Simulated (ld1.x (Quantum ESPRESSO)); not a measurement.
# Logarithmic derivatives: K (Z = 19), TM

| Property | Result |
| --- | --- |
| Element | potassium (K) |
| Generator | ld1.x (Quantum ESPRESSO) 7.5 |
| Type | norm-conserving Troullier–Martins (Kleinman–Bylander form) |
| Functional | BLYP |
| Relativity | scalar-relativistic |
| Frozen core | [Ar] |
| Valence charge | 1 |
| Reference configuration | 4s1 4p0 |
| Partial waves | 4s (bound): rc 3.00 bohr; 4p (bound, empty): rc 3.05 bohr; 3d channel at 0.2 Ry: rc 2.35 bohr |
| Local potential | all-electron potential smoothed inside 2.75 bohr (lloc = -1) |
| Core correction | Bessel-smoothed model core, default radius (core density twice the valence density) |

The phase is arctan(r·u′/u) with u = r·R(r), unwrapped; energies in Ry, scanned from -2 to 5 Ry. A pole is an energy at which the radial function vanishes at the test radius. The pseudo phase is shifted by a multiple of π to meet the all-electron one at the reference energy, and phase errors are pseudo minus all-electron; the curves can meet again beyond the range given. Levels narrower than the energy grid can be missing from the lists of poles.

```json
{"channel": "s", "radius (bohr)": "3.32", "reference energy (Ry)": "-0.17", "poles, all-electron": "1.62", "poles, pseudo": "0.33, 1.95", "unbroken range about the reference energy with phases within 0.05 rad": "below 0.0", "phase error 1 Ry above the reference energy (rad)": "-3.015"}
{"channel": "p", "radius (bohr)": "3.32", "reference energy (Ry)": "-0.05", "poles, all-electron": "-1.31, 2.29", "poles, pseudo": "0.75", "unbroken range about the reference energy with phases within 0.05 rad": "-0.9 to 0.2", "phase error 1 Ry above the reference energy (rad)": "-0.714"}
{"channel": "d", "radius (bohr)": "3.32", "reference energy (Ry)": "0.20", "poles, all-electron": "0.53, 3.35", "poles, pseudo": "0.54, 3.86", "unbroken range about the reference energy with phases within 0.05 rad": "below 1.2", "phase error 1 Ry above the reference energy (rad)": "+0.057"}
```

Phases in the s channel:

```json
{"E (Ry)": "-2.00", "all-electron": "1.345", "pseudo": "1.327"}
{"E (Ry)": "-1.52", "all-electron": "1.295", "pseudo": "1.282"}
{"E (Ry)": "-1.04", "all-electron": "1.215", "pseudo": "1.203"}
{"E (Ry)": "-0.56", "all-electron": "1.035", "pseudo": "1.025"}
{"E (Ry)": "-0.08", "all-electron": "0.341", "pseudo": "0.336"}
{"E (Ry)": "0.40", "all-electron": "-1.030", "pseudo": "-2.608"}
{"E (Ry)": "0.88", "all-electron": "-1.397", "pseudo": "-4.424"}
{"E (Ry)": "1.36", "all-electron": "-1.527", "pseudo": "-4.607"}
{"E (Ry)": "1.84", "all-electron": "-1.603", "pseudo": "-4.697"}
{"E (Ry)": "2.32", "all-electron": "-1.667", "pseudo": "-4.762"}
{"E (Ry)": "2.80", "all-electron": "-1.743", "pseudo": "-4.830"}
{"E (Ry)": "3.28", "all-electron": "-1.871", "pseudo": "-4.937"}
{"E (Ry)": "3.76", "all-electron": "-2.255", "pseudo": "-5.261"}
{"E (Ry)": "4.24", "all-electron": "-3.765", "pseudo": "-7.045"}
{"E (Ry)": "4.72", "all-electron": "-4.381", "pseudo": "-7.614"}
```
